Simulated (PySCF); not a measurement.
How methods differ on the ionisation energy of Bi⁺

Bi⁺ [Xe] 4f14 5d10 6s2 6p2 (3P) → Bi²⁺ [Xe] 4f14 5d10 6s2 6p1 (2P), as a difference of total energies. All numbers are calculated (PySCF 2.14, scalar relativity by spin-free X2C-1e, in aug-cc-pwCVTZ-DK3 (11s10p8d5f1g, 125 functions)). Correlated levels: valence: [Xe] 4f14 5d10 frozen; valence and next inner shell: [Kr] 4d10 4f14 frozen. The calculations carry no spin-orbit coupling.

```
                                method  ionisation energy (eV)
                                   UHF                  15.325
                                   LDA                  16.007
                                   PBE                  15.780
                                  PBE0                  15.841
                                r2SCAN                  15.929
                         MP2 (valence)                  15.608
                     SCS-MP2 (valence)                  15.549
    MP2 (valence and next inner shell)                  15.859
SCS-MP2 (valence and next inner shell)                  15.715
```

How much does correlation contribute at MP2 (valence and next inner shell)?

15.859 − (15.325) = 0.534 eV, measured against UHF.

Spin-orbit coupling is strong in these open shells (close to jj coupling). The scalar numbers leave it out and a first-order estimate fails, so it can dominate the gap to the real levels.

Errors of the correlated levels include the incompleteness of this basis and the frozen core.

For comparison: 16.703 eV (measured; NIST Atomic Spectra Database, ionization energies).
